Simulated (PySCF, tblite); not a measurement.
Species: C6H12OSi2.
Numbering: `[CH2:1]=[C:2]1[CH2:3][CH2:4][C@@H:5]2[SiH2:6][O:7][SiH2:8][C@H:9]12` (hydrogens: H10, H11 on C1; H12, H13 on C3; H14, H15 on C4; H16 on C5; H17, H18 on Si6; H19, H20 on Si8; H21 on C9)

Structure used (GFN2-xTB), in Å, numbered top down from 1:
```
atom  x, y, z in Å
C1    -2.1246   -1.6893    0.1529
C2    -1.3393   -0.6255    0.1749
C3    -1.7436    0.7662   -0.2315
C4    -0.4180    1.5101   -0.3910
C5     0.4922    0.8790    0.6684
Si6    2.3518    1.0259    0.2664
O7     2.5274   -0.3794   -0.5603
Si8    1.3031   -1.4672   -0.6233
C9     0.0965   -0.6122    0.6008
H10   -1.7697   -2.6571    0.4648
H11   -3.1493   -1.6362   -0.1738
H12   -2.3346    1.2172    0.5718
H13   -2.3510    0.7738   -1.1370
H14   -0.0132    1.3184   -1.3880
H15   -0.5209    2.5879   -0.2643
H16    0.2178    1.2881    1.6456
H17    3.2116    0.9548    1.4434
H18    2.6834    2.0943   -0.6675
H19    1.8401   -2.7289   -0.1303
H20    0.8264   -1.5112   -2.0007
H21    0.2050   -1.0916    1.5782
```

Method: PBE0/pcSseg-1 in PySCF (dipole) on a GFN2-xTB geometry, gas phase.

Masses are those of the commonest isotopes; rigid-rotor values at the optimised geometry. The values belong to one conformer with, in the numbering `[CH2:1]=[C:2]1[CH2:3][CH2:4][C@@H:5]2[SiH2:6][O:7][SiH2:8][C@H:9]12`, C1–C2–C3–C4 -165°, C2–C3–C4–C5 -33°, C3–C4–C5–Si6 155°, C4–C5–Si6–O7 -91°.

Q: What are A, B and C (MHz)?

A: Ia = 251.86, Ib = 477.27, Ic = 647.01 u·Å²; 505379 MHz·u·Å²/I gives A = 2007, B = 1059, C = 781.1 MHz.

Q: What kind of rotor is it?

A: An asymmetric top: κ = (2 × 1059 − 2007 − 781.1)/(2007 − 781.1) = -0.55.

Q: Is it planar, by Δ = Ic − Ia − Ib?

A: Not planar: Δ = Ic − Ia − Ib = -82.12 u·Å². For a rigid frame Δ = −2 Σ m c², so Σ m c² = 41.06 u·Å² lies off the ab plane: 16.60 from hydrogen and 24.46 from heavier atoms. The atom farthest from that plane is 1.74 Å away.

Q: Give the other two planar moments, Paa and Pbb, and the rms extents of the mass along the axes.

A: Paa = Σ m a² = (Ib + Ic − Ia)/2 = 436.21 and Pbb = Σ m b² = (Ia + Ic − Ib)/2 = 210.80 u·Å². With the mass M = 156.04 u, the rms extents √(P/M) along a, b and c are 1.67, 1.16, 0.51 Å.

Q: List the rotational levels J(Ka,Kc) to J = 4 (K).

A: Above 0(0,0), as E/k:
J = 1: 1(0,1) 0.088, 1(1,1) 0.134, 1(1,0) 0.147
J = 2: 2(0,2) 0.262, 2(1,2) 0.297, 2(1,1) 0.337, 2(2,1) 0.474, 2(2,0) 0.476
J = 3: 3(0,3) 0.518, 3(1,3) 0.541, 3(1,2) 0.620, 3(2,2) 0.738, 3(2,1) 0.751, 3(3,1) 1.001, 3(3,0) 1.001
J = 4: 4(0,4) 0.850, 4(1,4) 0.863, 4(1,3) 0.994, 4(2,3) 1.090, 4(2,2) 1.123, 4(3,2) 1.358, 4(3,1) 1.360, 4(4,1) 1.719, 4(4,0) 1.719
The levels of one J sum to (2J + 1)J(J + 1)(A + B + C)/3.

Q: Predict some low-J microwave lines.

A: The dipole components are |μa| = 0.99 D, |μb| = 1.21 D, |μc| = 0.52 D. The squared components, which scale the intensities, stand as 0.66 : 1.00 : 0.18 (a : b : c). Some lines, for components of 0.1 D or more:

```csv
type,branch,"J(Ka,Kc)",MHz,lower level (cm⁻¹)
b,Q,"1(1,0) ← 1(0,1)",1225,0.061
a,Q,"5(2,3) ← 5(2,4)",1424,1.060
c,Q,"3(2,2) ← 3(1,2)",2463,0.431
b,Q,"2(2,0) ← 2(1,1)",2896,0.234
b,Q,"2(2,1) ← 2(1,2)",3676,0.206
b,Q,"5(1,4) ← 5(0,5)",4139,0.873
c,Q,"5(3,3) ← 5(2,3)",4410,1.108
b,Q,"5(3,2) ← 5(2,3)",4577,1.108
b,Q,"4(3,1) ← 4(2,2)",4944,0.780
b,Q,"3(3,1) ← 3(2,2)",5463,0.513
b,Q,"5(3,3) ← 5(2,4)",5834,1.060
a,R,"4(3,2) ← 3(3,1)",7449,0.695
b,Q,"4(4,0) ← 4(3,1)",7485,0.945
a,R,"4(3,1) ← 3(3,0)",7486,0.696
b,Q,"5(4,2) ← 5(3,3)",7520,1.255
a,R,"5(1,5) ← 4(1,4)",8331,0.600
b,R,"5(1,5) ← 4(0,4)",8603,0.591
c,R,"4(4,0) ← 3(3,0)",14971,0.696
```

Q: Estimate the classical rotational partition function at 50 K, 200 K and 500 K.

A: Point group C1, symmetry number σ = 1; q = (√π/σ)·√((kT/h)³/(ABC)), k/h = 20836.6 MHz/K: 46300 at 50 K, 370000 at 200 K, 1460000 at 500 K.

Its GFN2-xTB frequencies are all real (lowest 56 cm⁻¹). No vibrational averaging or centrifugal distortion is included, and the geometry carries the error of its method.

Hardware: Intel Xeon at 2.50 GHz, one thread (shared host). Cost: 3.4 min wall, 2.9 min CPU (grids of density and orbitals included), 1.1 GiB resident at most. This is the PBE0/pcSseg-1 job that gave the dipole, with the shieldings it also computed.
